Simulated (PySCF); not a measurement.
**Magnetisability: `O[C@H]1CCC12C=C2`, C6H8O**

Cartesian coordinates in Å; atom numbers follow the order of the lines, from 1:
```xyz
15

O     0.8817    1.9500    0.2433
C     0.0456    0.8987    0.6396
C    -1.3568    0.8130   -0.0130
C    -1.0846   -0.6400   -0.4444
C     0.3429   -0.4941    0.0774
C     1.2818   -1.5367    0.5864
C     1.6161   -0.9721   -0.5401
H     0.9822    1.9126   -0.7151
H     0.0235    0.9470    1.7310
H    -1.4650    1.5042   -0.8470
H    -2.1903    0.9506    0.6701
H    -1.1767   -0.8359   -1.5123
H    -1.6741   -1.3777    0.0986
H     1.4807   -2.2359    1.3603
H     2.2886   -0.8755   -1.3568
```

Level of theory: PySCF 2.14.0, GIAO KT2/def2-SVP magnetisability, rotational g tensor and spin-rotation constants, non-relativistic, gas phase. Geometry: GFN2-xTB.

What are the magnetisability and the molar susceptibility?

Isotropic -1020 × 10⁻³⁰ J/T², or -61.4 × 10⁻⁶ cm³/mol; principal values -1262, -961, -836 × 10⁻³⁰ J/T², anisotropy 379 × 10⁻³⁰ J/T² (root of half the summed squared differences of the principal values). The susceptibility is in cgs units.

Split it along the inertial axes a, b, c into diamagnetic and paramagnetic parts about the centre of mass, with the quadrupole moment.


```tsv
axis	χ (10⁻⁶ cm³/mol)	diamagnetic (10⁻⁶ cm³/mol)	paramagnetic (10⁻⁶ cm³/mol)	summed x² of all electrons (Å²)	quadrupole Θ (D Å)
a	-59.5	-391.6	332.1	98.9	-0.86
b	-71.5	-526.9	455.4	67.0	-5.79
c	-53.2	-704.0	650.8	25.3	+6.64
```
Anisotropies 2χaa − χbb − χcc = +5.7 and 2χbb − χaa − χcc = -30.4 × 10⁻⁶ cm³/mol. Θ is traceless in Buckingham's convention.

And the rotational g tensor?


```tsv
axis	rotational constant (GHz)	g	nuclear part	electronic part
a	4.0826	-0.0255	0.6113	-0.6369
b	2.7537	+0.0021	0.5912	-0.5891
c	1.9504	-0.0221	0.5743	-0.5963
```
Asymmetric top; isotopes 12C, 1H, 16O; no vibrational averaging.
